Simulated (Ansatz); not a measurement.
Correlation energies of CH5InOS2, SMILES `C[O][In]([SH])[SH]` by basis set

```xyz
10

C     0.497    1.520   -0.494
O    -0.462    0.520   -0.714
In   -0.460   -1.173    0.314
S    -2.181   -2.688   -0.247
S     1.220   -1.492    1.959
H     0.477    1.913    0.532
H     0.286    2.357   -1.168
H     1.522    1.181   -0.704
H    -2.666   -1.846   -1.178
H     1.768   -0.291    1.699
```

Charge 0, multiplicity 1. Correlated methods include outer-core shells of In, which these sets cover unevenly. In: def2 effective core potential. The structure was optimised at the PBE0-D4/def2-TZVP level. It is one conformer, not always the lowest. Frozen core, restricted reference, the Gaussian-basis code of Ansatz.

```json
{"basis": "def2-SVP", "HF (Eh)": "-1099.63767", "MP2 corr.": "-0.67473"}
{"basis": "def2-TZVPP", "HF (Eh)": "-1100.06284", "MP2 corr.": "-1.05120"}
{"basis": "def2-QZVPP", "HF (Eh)": "-1100.09240", "MP2 corr.": "-1.30304"}
```

Q: Estimate the CCSD correlation energy and the (T) correction in each basis where they were run (hartree).

A: 
| basis | CCSD corr. | (T) |
| --- | --- | --- |
| def2-SVP | -0.72943 | -0.02133 |
| def2-TZVPP | -1.09052 | -0.04456 |
